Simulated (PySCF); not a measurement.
Ionisation energy of Cs(39+) by level of theory

Cs(39+) [Ne] 3s2 3p4 (3P) → Cs(40+) [Ne] 3s2 3p3 (4S), as a difference of total energies. All numbers are calculated (PySCF 2.14, the spin-free X2C one-electron Hamiltonian (Gaussian nucleus), in an uncontracted even-tempered set (18 s from 6.6 bohr⁻², ratio 2.5; 12 p from 8.6 bohr⁻², ratio 2.5; 5 d from 38 bohr⁻², ratio 2.7; 4 f from 57 bohr⁻², ratio 2.7)). Correlated levels: outer shells: 1s2 frozen; virtual orbitals above 40 to 60 times the deepest correlated orbital energy dropped. The calculations carry no spin-orbit coupling.

```tsv
method	ionisation energy (eV)
UHF	2874.8
MP2 (outer shells)	2875.9
SCS-MP2 (outer shells)	2875.9
CCSD (outer shells)	2875.9
CCSD(T) (outer shells)	2875.9
```

Spin-orbit coupling is strong in these open shells (close to jj coupling). The scalar numbers leave it out and a first-order estimate fails, so it can dominate the gap to the real levels.

Breit and QED terms and the two-electron picture change are absent.

For comparison: 2859 ± 4 eV (theoretical estimate listed by NIST; NIST Atomic Spectra Database, ionization energies).
